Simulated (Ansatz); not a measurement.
Relaxation of BrClH (3 atoms, charge 0, multiplicity 2), to a largest force component of 0.03 eV/Å in at most 50 steps.

Computed with Ansatz, UKS B3LYP-D4/def2-mTZVP.

```xyz
3
Properties=species:S:1:pos:R:3
H -0.413 0.219 -0.168
Br 1.932 -1.006 0.769
Cl -1.519 0.787 -0.601
```

Problem. Where does it end, and by what steps?

Solution. The forces met the threshold. After 4 steps the energy has fallen by 0.006 eV; Br2 moved furthest, 0.09 Å.

```json
{"step": "0", "energy less start (eV)": "0.0000", "largest force component (eV/Å)": "0.367", "accepted": "yes"}
{"step": "1", "energy less start (eV)": "-0.0033", "largest force component (eV/Å)": "0.152", "accepted": "yes"}
{"step": "2", "energy less start (eV)": "-0.0050", "largest force component (eV/Å)": "0.052", "accepted": "yes"}
{"step": "3", "energy less start (eV)": "-0.0057", "largest force component (eV/Å)": "0.044", "accepted": "yes"}
{"step": "4", "energy less start (eV)": "-0.0058", "largest force component (eV/Å)": "0.001", "accepted": "yes"}
```

```xyz
3
Properties=species:S:1:pos:R:3
H -0.383 0.201 -0.153
Br 1.857 -0.966 0.738
Cl -1.474 0.765 -0.585
```

Whether the end is a true minimum wasn't checked by a vibrational analysis.

The run took 59 s on 2 threads of AMD EPYC 7R43 64-Core Processor (Zen 3), on a shared host, peak memory 0.22 GiB.
